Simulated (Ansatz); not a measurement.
Computed with Ansatz on PBE0-D4/def2-TZVP structures; ΔE is electronic, products minus reactants. CCSD(T)/CBS adds triple-zeta CCSD(T) − MP2 to the extrapolated MP2 energy (def2 sets, frozen cores). Functionals use def2-TZVPP. Each species was taken in one conformer, which may not be the lowest.

Reaction (ligand exchange at a B–S bond): `BSCO` + `C=CNC` → `BN(C)C=C` + `OCS`

`BSCO`:

Cartesian coordinates in Å:
```
B 1.332 0.608 -0.956
S 0.631 0.894 0.626
C -0.549 -0.494 0.837
O -1.873 -0.112 0.665
H 1.008 -0.346 -1.600
H 2.132 1.401 -1.345
H -0.450 -0.838 1.866
H -0.234 -1.286 0.151
H -1.997 0.174 -0.245
```

`C=CNC`:

Z-matrix (Å, degrees):
```
C
N 1 1.442
H 1 1.092 2 109.3
H 1 1.099 2 113.8 3 -120.7
H 1 1.091 2 109.7 3 117.7
C 2 1.375 1 119.3 3 50.6
H 2 1.009 1 114.4 3 -169.0
C 6 1.334 2 127.0 1 151.7
H 6 1.088 2 113.2 1 -31.2
H 8 1.085 6 122.1 2 -3.4
H 8 1.081 6 120.2 2 175.0
```

`BN(C)C=C`:

Z-matrix (Å, degrees):
```
C
N 1 1.449
H 1 1.087 2 109.1
H 1 1.094 2 110.7 3 -120.1
H 1 1.094 2 110.7 3 120.1
C 2 1.395 1 116.5 3 -180.0
B 2 1.399 1 122.3 3 0.0
C 6 1.331 2 126.4 1 -0.0
H 6 1.084 2 112.9 1 -180.0
H 7 1.195 2 118.5 1 180.0
H 7 1.195 2 119.0 1 -0.0
H 8 1.081 6 119.4 2 -180.0
H 8 1.082 6 123.3 2 0.0
```

`OCS`:

```xyz
7

O     0.291   -1.208   -0.046
C     0.273    0.194   -0.152
S    -0.532    0.923    1.275
H     0.693   -1.563   -0.845
H     1.283    0.622   -0.145
H    -0.237    0.525   -1.062
H    -1.773    0.508    0.975
```

| level | ΔE (kJ/mol) |
| --- | --- |
| ωB97X-V | -44.1 |
| PBE | -30.9 |
| r2SCAN0 | -39.4 |
| CAM-B3LYP | -46.8 |
| LC-ωPBE | -42.2 |
| CCSD/def2-SVP | -52.0 |
| SCS-MP2/def2-TZVPP | -51.3 |
| CCSD(T)/def2-TZVPP | -49.9 |

Question: What does CCSD(T)/CBS give? (Estimate.)

Answer: Ansatz gave: -49.3 kJ/mol. The listed levels differ from it by 5.2, 18.4, 9.9, 2.5, 7.1, -2.7, -2.0, -0.6 kJ/mol.

Largest T1 diagnostic among the species: 0.014.

From BLYP to BHLYP (50 % exact exchange), in def2-TZVPP and without D4, ΔE moves by −10.9 kJ/mol. The D4 term adds −3.2 kJ/mol with B3LYP and −1.7 kJ/mol with PBE0; it sums over pairs of atoms, weighted by their polarisabilities, and B3LYP, whose exchange is more repulsive, gets the larger term.

B3LYP here is the variant with VWN-RPA as its local correlation; programs differ in this.
